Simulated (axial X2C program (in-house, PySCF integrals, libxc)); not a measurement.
The numbers below are computed, except where a source is named.
# FPrF: input and output of an open-shell CI run

Program: an axial X2C code built on PySCF integrals.

Input and command:
```json
{"zs": [9, 59, 9], "q": 0, "bas": ["dyall-av3z", "dyall-v3z", "dyall-av3z"], "r0": 2.4, "metal": 1, "shells": [[3, [0, 1, 2, 3], 1], [0, [0], 1], [2, [1, 2], 1]], "fix": 0, "emax": 2.2, "nroots": 4}
```
```bash
python soci.py task.json out
```

Keys: zs atomic numbers; q charge; bas basis sets; r0 starting distance in Å; metal index of the metal atom; shells open shells as [l, |m| values, electrons]; fix electron count of the first shell held; emax energy window in eV; nroots roots for each Ω.

Output at F–Pr–F held linear, both bonds 2.080 Å:

```
average of configuration f1 s1 d(πδ)1
basis functions 291  fitting functions 1440
iter      average energy  largest gradient
   1      -9425.269254124   1.18e+01
   2      -9428.429022482   3.46e+00
   3      -9428.632464569   2.94e-01
   4      -9428.651777481   7.34e-02
   5      -9428.652608808   2.51e-02
   6      -9428.652700354   2.36e-03
   7      -9428.652709640   2.33e-03
   8      -9428.652712604   8.24e-04
   9      -9428.652713294   2.89e-04
  10      -9428.652713322   6.33e-05
  11      -9428.652713329   5.37e-05
  12      -9428.652713329   8.04e-06
converged
CI levels
2*Omega        energy/Eh    cm-1   g(par)  dipole/D  leading shell counts
    7     -9428.78455019        0   4.105   -0.000  {'2 1 0': 0.999}
    9     -9428.78327148      281   8.132   -0.000  {'2 1 0': 0.996}
   11     -9428.77614229     1845  12.107   -0.000  {'2 1 0': 0.998}
    5     -9428.77597654     1882   2.296   -0.000  {'2 1 0': 0.998}
    9     -9428.77566281     1951   8.067   -0.000  {'2 1 0': 0.995}
    7     -9428.77374028     2373   6.368   -0.000  {'2 1 0': 0.997}
    1     -9428.77289020     2559   1.363   -0.000  {'2 1 0': 0.998}
    3     -9428.77199621     2755   3.060   -0.000  {'2 1 0': 0.997}
    1     -9428.77027759     3132   0.627   -0.000  {'2 1 0': 0.993}
    3     -9428.76958788     3284   2.265   -0.000  {'2 1 0': 0.995}
    5     -9428.76954872     3292   5.637   -0.000  {'2 1 0': 0.996}
   13     -9428.76875138     3467  16.005   -0.000  {'2 1 0': 0.999}
    9     -9428.76797992     3637  10.174   -0.000  {'2 1 0': 0.997}
   11     -9428.76703840     3843  12.011   -0.000  {'2 1 0': 0.993}
    7     -9428.76575782     4124   6.259   -0.000  {'2 1 0': 0.995}
    1     -9428.76348348     4624   1.156   -0.000  {'2 1 0': 0.995}
    3     -9428.76313339     4700   3.323   -0.000  {'2 1 0': 0.996}
    7     -9428.76311325     4705   8.508   -0.000  {'2 1 0': 0.996}
    5     -9428.76309271     4709   5.934   -0.000  {'2 1 0': 0.996}
    1     -9428.76244307     4852   0.980   -0.000  {'2 1 0': 0.989}
   11     -9428.76133347     5095  13.889   -0.000  {'2 1 0': 0.997}
    3     -9428.76062087     5252   3.304   -0.000  {'2 1 0': 0.988}
    5     -9428.75909782     5586   4.878   -0.000  {'2 1 0': 0.993}
    9     -9428.75752152     5932  10.381   -0.000  {'2 1 0': 0.995}
   11     -9428.72964557    12050   8.109   -0.000  {'2 0 1': 1.0}
   13     -9428.72415768    13255  12.132   -0.000  {'2 0 1': 1.0}
   15     -9428.71828039    14545  16.100   -0.000  {'2 0 1': 1.0}
   17     -9428.71206636    15908  20.006   -0.000  {'2 0 1': 1.0}
   13     -9428.71151256    16030  14.178   -0.000  {'2 0 1': 1.0}
   13     -9428.70922411    16532  16.006   -0.000  {'1 1 1': 1.0}
   15     -9428.70551794    17346  17.900   -0.000  {'2 0 1': 1.0}
```

Dipoles in the output refer to the first atom as origin.

There is no dynamic correlation: spin–orbit spacings and, for f shells, spacings inside one term are the most reliable numbers, splittings between terms come out too wide, and energies between configurations are not reliable, so the lowest level need not be the ground state of the molecule. The lowest levels belong to f2 s1, not to the averaged configuration, so orbitals and distance suit them less well. At most 4 roots were kept for each Ω > 0 (twice that for Ω = 0) within 2.2 eV of the lowest, so higher up levels can be missing between those listed; levels with Ω > 0 are doubly degenerate and listed once, Ω = 0 levels singly. Some active spinors are only partly of the character that their shell is named for, so the shell names and counts are nominal. Along the bond the averaged SCF switches between close solutions, so this one may not be the lowest. The molecule was held linear; bending was not examined.
